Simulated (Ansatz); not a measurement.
Born–Oppenheimer molecular dynamics of BF$_{2}$H$_{3}$O (7 atoms, charge 0, multiplicity 1). It starts at the highest image of a converged band, a first-order saddle point between two minima.

These are results of RKS B3LYP-D4/def2-SVP (Ansatz), not measurements.

```yaml
ensemble: NVE (velocity Verlet)
time_step: 0.5 fs
steps_asked: 200
starting_velocities_drawn_for: 300 K
seed: 8307
```

First frame:

```xyz
7
Properties=species:S:1:pos:R:3
B 0.015 0.119 0.115
O 0.001 -0.047 1.609
H -0.852 -0.393 1.916
H 1.033 -0.176 -0.446
F -1.171 -0.152 -0.450
F 0.067 1.756 0.429
H 0.009 1.214 1.410
```

**Question.** What does the run give?

**Answer.** The run went to its last step.

| Property | Result |
| --- | --- |
| steps done | 200 |
| time covered | 100 fs |
| mean temperature over the second half | 993 K |
| spread of the potential energy over the second half | 14.6 meV per atom |
| mean potential energy of the second half above the start | -64.0 meV per atom |

The conserved energy stayed within 0.25 meV per atom of its start (net change -0.19 meV per atom), so the integration is sound. The kinetic energy rose, since the run started high on the potential surface and went downhill. It ends in pieces (BF2H + H2O), so much of that is their flight and rotation, not heat. A run of 0.1 ps of so small a system gives no equilibrium averages. The orbitals stay closed-shell, which can raise the energy where a bond breaks towards radicals; this wasn't checked here.

**Question.** What happens to the structure?

**Answer.** Between its relaxed ends the band would form B1–F6, O2–H7 and break F6–H7. These pairs go: B1–F6 1.67 → 1.31 Å, O2–H7 1.28 → 0.97 Å, F6–H7 1.12 → 4.37 Å. In the last frame they stand as after the step (other bonds may differ from the relaxed reactants and products). Also parted: B1–O2 1.50 → 3.16 Å. It ends as BF2H + H2O. Pairs count as bonded within 1.25 times the sum of covalent radii (0.12 Å more for H–H). Another seed would give other details.

**Question.** How do temperature and energy run in time?

**Answer.** 
```
time (fs)  T (K)  potential energy less start (eV)  conserved less start (meV/atom)
        0    300                             0.000                             0.00
        5    171                             0.084                             0.08
       10     65                             0.153                             0.16
       15    154                             0.095                             0.15
       20    389                            -0.056                             0.12
       25    937                            -0.411                             0.09
       30   1439                            -0.736                             0.01
       35   1017                            -0.462                             0.17
       40   1474                            -0.759                            -0.09
       45   1264                            -0.623                             0.02
       50   1019                            -0.464                             0.09
       55   1156                            -0.552                             0.14
       60   1108                            -0.521                             0.13
       65   1129                            -0.536                            -0.02
       70   1008                            -0.458                            -0.02
       75   1153                            -0.552                            -0.10
       80    773                            -0.305                             0.19
       85    795                            -0.318                             0.22
       90   1087                            -0.509                            -0.03
       95    755                            -0.294                            -0.03
      100   1060                            -0.492                            -0.19
```

Run time: 4.4 min on 1 thread of Intel(R) Xeon(R) 6975P-C (Granite Rapids), with other jobs on the host, peak memory 0.14 GiB.
